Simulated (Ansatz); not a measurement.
Cost and result up the ladder for the cluster ScAlN₂ (the lowest singlet isomer of a short search) (4 atoms). Total charge 0; singlet. Geometry: PBE0-D4/def2-TZVP.

```xyz
4

Al   -0.152   -1.127   -0.209
Sc    0.167    1.238    0.229
N     0.997   -0.354    0.867
N    -1.012    0.243   -0.887
```

Ansatz on 4 threads of Arm Neoverse V2 on a shared host. Times are rough, and most runs start from the orbitals of an earlier one. CAM-B3LYP-D4/def2-TZVP serves as the yardstick here, not as an exact answer. Differences are given only for rows in sets of like size (and for xTB, whose basis is part of the method), since another set adds its own error. Binding counts from free atoms at the same level (Al doublet, Sc doublet, N quartet; other spins of the atoms weren't run), without zero-point energy or a counterpoise term.

B3LYP takes the VWN-RPA correlation. The structure comes from a short search, and lower isomers may exist.

Run but left out: HF/6-31G, B2PLYP/def2-TZVP (restricted singlet, unstable in another Hartree–Fock run and untested here); PBE-QIDH/def2-TZVP, MP2/def2-TZVP, CCSD(T)/def2-TZVPP (restricted singlet, unstable towards broken spin symmetry).

```csv
level,functions,wall time
PBE-D4/def2-SVP,77,0.65 s
PBE0-D4/def2-SVP,77,0.85 s
BLYP-D4/def2-TZVP,144,1.2 s
PBE0-D4/def2-TZVP,144,1.5 s
B3LYP-D4/def2-TZVP,144,1.6 s
CAM-B3LYP-D4/def2-TZVP,144,1.8 s
PBE0-D4/def2-TZVPD,165,1.8 s
```

(1) Estimate what each level gives for the binding energy per atom (eV).

Results:

(1) 
```
                 level  binding energy per atom (eV)  difference from CAM-B3LYP-D4/def2-TZVP (eV)
       PBE-D4/def2-SVP                          3.45                                            –
      PBE0-D4/def2-SVP                          2.98                                            –
     BLYP-D4/def2-TZVP                          3.34                                         0.38
     PBE0-D4/def2-TZVP                          3.03                                         0.08
    B3LYP-D4/def2-TZVP                          3.05                                         0.10
CAM-B3LYP-D4/def2-TZVP                          2.95                                         0.00
    PBE0-D4/def2-TZVPD                          3.05                                         0.09
```
